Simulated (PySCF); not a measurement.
Gas-phase reaction: SnBr4 + 4 F2 ⇌ SnF4 + 4 BrF

Method: PySCF energies (xtb for GFN2) plus ideal-gas RRHO corrections (1 bar). † marks an energy on the PBE0/def2-TZVP geometry and frequencies; other levels use their own. MP2 and CCSD(T) freeze the core. All species are closed-shell singlets. B3LYP is the form with VWN-RPA correlation. Sn: scalar-relativistic def2 core potential, no spin-orbit coupling. Br: all electrons, no relativistic terms. MP2 isn't extrapolated to the basis-set limit; its ΔH°(298 K) is -895.1 kJ in def2-SVP and -996.4 kJ in def2-TZVPP. CCSD(T) isn't extrapolated to the basis-set limit. The harmonic model lacks anharmonicity and excited electronic states, which grow with temperature; levels with a mode under 35 cm⁻¹ are left out. Soft modes under 120 cm⁻¹ make the harmonic entropy rough for SnBr4.

| level | ΔE electronic, kJ | ΔH°(298 K), kJ | ΔS°(298 K), J/K | ΔG°(1800 K), kJ |
|---|---|---|---|---|
| B3LYP/def2-TZVP† | -991 | -993 | 17 | -1023 |
| BLYP/def2-TZVP† | -975 | -977 | 17 | -1006 |
| CCSD(T)/def2-SVP† | -832 | -834 | 17 | -864 |
| GFN2-xTB | -645 | -647 | 37 | -715 |
| HF/def2-TZVP† | -1063 | -1065 | 17 | -1095 |
| M06-2X/def2-TZVP† | -1006 | -1008 | 17 | -1038 |
| MP2/def2-SVP† | -893 | -895 | 17 | -925 |
| PBE/def2-SVP | -814 | -815 | 18 | -847 |
| PBE0/def2-SVP† | -823 | -824 | 17 | -854 |
| PBE0/def2-TZVP | -943 | -945 | 17 | -974 |
ΔH° is lowest at HF/def2-TZVP† and highest at GFN2-xTB. No reference value is set beside these.
